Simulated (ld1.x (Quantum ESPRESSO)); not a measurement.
## Ranking TM potentials for selenium

All share these settings but for the change named:

| Item | Value |
| --- | --- |
| Element | selenium |
| Generator | ld1.x (Quantum ESPRESSO) 7.5 |
| Type | norm-conserving Troullier–Martins (Kleinman–Bylander form) |
| Functional | PBEsol |
| Relativity | scalar-relativistic |
| Frozen core | [Ar] |
| Valence charge | 16 |
| Reference configuration | 3d10 4s2 4p4 |
| Partial waves | 4s (bound): rc 1.55 bohr; 4p (bound): rc 1.40 bohr; 3d (bound): rc 0.85 bohr |
| Local potential | all-electron potential smoothed inside 1.40 bohr (lloc = -2) |
| Core correction | a·sin(br)/r model core, default radius (core density twice the valence density) |

Cutoff: the first of the cutoffs (Ry, on a coarse ladder) from which the occupation-weighted sum of valence levels, in a spherical-Bessel basis at the reference potential, stays within 10 and 1 mRy of its value at 400 Ry; the density cutoff is not measured.

Of 7 variants that were run, those that failed, showed a ghost or another fault, or gave nearly equal values are left out.

Problem. Rank these variants from softest to hardest (loose cutoff).
A. all radii but the core radius scaled by about 1.22 (s 1.90, p 1.70, d 1.04 bohr); local potential all-electron potential smoothed inside 1.70 bohr (lloc = -2)
B. wave 3d (bound): rc 0.85 bohr becomes 3d (bound): rc 0.98 bohr
C. core [Ar] 3d10, valence charge 6; reference 4s2 4p4; waves now 4s (bound): rc 1.25 bohr; 4p (bound): rc 1.70 bohr; local potential the p channel; core correction a·sin(br)/r model core inside 0.75 bohr

Solution. C (50 Ry), A (260 Ry), B (300 Ry).
